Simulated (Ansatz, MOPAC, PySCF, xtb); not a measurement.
Complex: SiH4 (SMILES [SiH4]) (first 5 atoms) with C2H2 (SMILES C#C); geometry from B3LYP-D3(BJ)/def2-TZVP, rigid monomers moved along the line of their centres of mass till Si1···C7 is 3.33 Å.
(charge 0, multiplicity 1):
```json
[
 {"atom": "Si", "x (Å)": "-0.2903", "y (Å)": "-0.0382", "z (Å)": "0.1397"},
 {"atom": "H", "x (Å)": "-0.5433", "y (Å)": "-0.0465", "z (Å)": "-1.3211"},
 {"atom": "H", "x (Å)": "1.0964", "y (Å)": "0.4142", "z (Å)": "0.3874"},
 {"atom": "H", "x (Å)": "-0.4753", "y (Å)": "-1.4058", "z (Å)": "0.6713"},
 {"atom": "H", "x (Å)": "-1.2428", "y (Å)": "0.8878", "z (Å)": "0.7904"},
 {"atom": "C", "x (Å)": "0.8868", "y (Å)": "0.0547", "z (Å)": "3.2697"},
 {"atom": "C", "x (Å)": "-0.2921", "y (Å)": "0.0209", "z (Å)": "3.4725"},
 {"atom": "H", "x (Å)": "1.9330", "y (Å)": "0.0850", "z (Å)": "3.0861"},
 {"atom": "H", "x (Å)": "-1.3394", "y (Å)": "-0.0086", "z (Å)": "3.6500"}
]
```

Interaction energies are E(AB) − E(A) − E(B) at the monomers' geometry in the complex; basis-set methods are counterpoise corrected. Rows marked so take none.

Frozen-core correlation. Rows in 6-31G* carry no dispersion term and start afresh at each structure (6-31G* with six Cartesian d functions). The state that PM3 reach isn't checked.

The values were computed with Ansatz (a first-principles code) with Gaussian orbitals; MOPAC for PM3 (differences of heats of formation); PySCF for 6-31G* rows, the dispersion terms; xtb for the GFN methods. Each number belongs to the level named beside it.

| level | interaction energy (kcal/mol) |
|---|---|
| GFN-FF | -0.11 |
| PM3 | 1.32 |
| r2SCAN-D3(BJ)/def2-TZVPPD | -0.59 |
| r2SCAN-D4/def2-TZVPPD | -0.49 |
| B3LYP/6-31G* | 2.05 |
| B3LYP/def2-TZVPPD | 1.85 |
| B3LYP-D3(BJ)/def2-TZVPPD | -0.65 |
| M06-2X/6-31G* (no counterpoise) | -1.70 |
| SCS-MP2/aug-cc-pV(D+d)Z | ___ |

Question: Some entries are withheld; supply them.

Answer: 
- SCS-MP2/aug-cc-pV(D+d)Z, interaction energy (kcal/mol): 0.62
